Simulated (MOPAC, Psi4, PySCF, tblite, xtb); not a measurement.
Dimer CH4 ··· CF4 (SMILES C and FC(F)(F)F) at R = 4.60 Å between the centres of mass, closest contact 2.59 Å (a random orientation, not optimised). Geometry in Å and degrees:

```
F
C 1 1.3260
F 2 1.3260 1 109.48
F 2 1.3260 3 109.46 1 -120.00
F 2 1.3261 3 109.47 4 -120.01
H 1 2.5949 2 128.86 3 136.45
C 6 1.0891 1 140.02 2 -177.88
H 7 1.0891 6 109.47 1 -76.98
H 7 1.0891 8 109.47 6 -120.00
H 7 1.0891 8 109.47 9 -120.00
```

- GFN2-xTB (tblite)
- SAPT0/jun-cc-pVDZ, frozen core (Psi4)
- PBE/def2-TZVP, counterpoise-corrected (Psi4)
- PBE-D3(BJ)/def2-TZVP, counterpoise-corrected (Psi4)
- HF/aug-cc-pVDZ, counterpoise-corrected (Psi4)
- MP2/aug-cc-pVDZ = Psi4 1.11 with DF-MP2/aug-cc-pVDZ, frozen core, counterpoise-corrected
- SCS-MP2/aug-cc-pVDZ = DF-SCS-MP2/aug-cc-pVDZ, frozen core, counterpoise-corrected in Psi4
- AM1, restricted, heats of formation (MOPAC)
- PM7, restricted, heats of formation (MOPAC)
- GFN1-xTB (xtb)
- RKS-B3LYP/6-31G* = restricted B3LYP/6-31G*, spherical d, no counterpoise correction in PySCF
- RHF/6-31G* = restricted Hartree-Fock/6-31G*, spherical d, no counterpoise correction in PySCF 2.14.0
- RKS-M06-2X/6-31G* = PySCF with restricted M06-2X/6-31G*, spherical d, no counterpoise correction
- RKS-BP86/6-31G* = restricted BP86/6-31G*, spherical d, no counterpoise correction in PySCF 2.14.0

Problem. What interaction energy does each level give?

Solution. 
| method | E_int / kcal/mol |
|---|---|
| RKS-M06-2X/6-31G* | -0.69 |
| RKS-B3LYP/6-31G* | -0.63 |
| PBE-D3(BJ)/def2-TZVP | -0.32 |
| GFN1-xTB | -0.31 |
| GFN2-xTB | -0.18 |
| RKS-BP86/6-31G* | -0.17 |
| AM1 | -0.10 |
| MP2/aug-cc-pVDZ | -0.07 |
| RHF/6-31G* | 0.01 |
| PBE/def2-TZVP | 0.03 |
| PM7 | 0.05 |
| SCS-MP2/aug-cc-pVDZ | 0.07 |
| SAPT0/jun-cc-pVDZ | 0.10 |
| HF/aug-cc-pVDZ | 0.51 |
